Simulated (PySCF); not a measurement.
Working out the excitation energy of S²⁺

S²⁺ [Ne] 3s2 3p2 (3P) → S²⁺ [Ne] 3s1 3p3 (5S). Computed with PySCF 2.14 in def2-TZVPPD (6s6p4d1f, 51 functions), with no relativity, point nucleus. Frozen: [Ne]. Energies in hartree (1 hartree = 27.21139 eV):

| part | S²⁺ (lower) | S²⁺ (upper) |
| --- | --- | --- |
| UHF | -396.328237 | -396.134942 |
| CCSD correlation | -0.089540 | -0.033406 |
| (T) | -0.002186 | -0.000370 |

Problem. What does Hartree-Fock give?

Solution. (-396.134942) − (-396.328237) = 0.193295 hartree = 5.260 eV.

Problem. What do CCSD and CCSD(T) give?

Solution. The CCSD correlation energies differ by 0.056134 hartree = 1.527 eV and the triples by 0.001816 hartree = 0.049 eV, so CCSD gives 6.787 eV and CCSD(T) 6.836 eV.
